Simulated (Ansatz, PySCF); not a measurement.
B2O2, charge +1, doublet, at a GFN2-xTB geometry (a state made from the parent by changing its charge; the spin is typed, not shown lowest). Base run: PySCF with CCSD(T)/STO-3G.

Here is a job for PySCF.
```python
from pyscf import gto, scf, cc

mol = gto.M(
    atom='''
O    -0.00000000   -0.00000000   -2.00248556
B    -0.00000000   -0.00000000   -0.83812989
B     0.00000000    0.00000000    0.83812989
O     0.00000000    0.00000000    2.00248556
''',
    basis='sto-3g',
    charge=1,
    spin=1,
    verbose=4,
)

mf = scf.UHF(mol)
mf.kernel()

mycc = cc.CCSD(mf)
mycc.kernel()
et = mycc.ccsd_t()
print('E(CCSD(T)) = %.10f' % (mycc.e_tot + et))
```

The same geometry, method and basis name were run in Ansatz (a first-principles code) and PySCF, at each program's defaults and at the settings that a row names. The base is PySCF at its defaults. Differences at the defaults can come from grids, fitting, cores and function types together. The rows with settings made alike still differ; the cause (another SCF solution, basis table, core potential or functional code) wasn't traced.

| code and settings | ΔE vs base (mEh) | basis functions | E (Eh) | SCF cycles | outcome |
|---|---|---|---|---|---|
| PySCF, defaults (exact integrals, spherical functions, all electrons correlated) | 0.000 | 20 | -196.34882 | 14 | converged |
| Ansatz, defaults (factorised integrals, spherical functions, frozen core) | -18.186 | 20 | -196.36701 | - | another SCF solution |
| PySCF, frozen core | 1.251 | 20 | -196.34757 | 14 | converged |
| Ansatz, high accuracy, frozen core | -18.193 | 20 | -196.36701 | - | another SCF solution |

A guess, shift, damping, solver or small numerical setting can't move a converged solution much, so rows marked as another SCF solution ended in a different state.

Open shells are given as the SCF converged; they aren't shown to be the lowest states, and a large step between rows can be another state.

Ansatz warned in this series: the state or the total is in doubt.
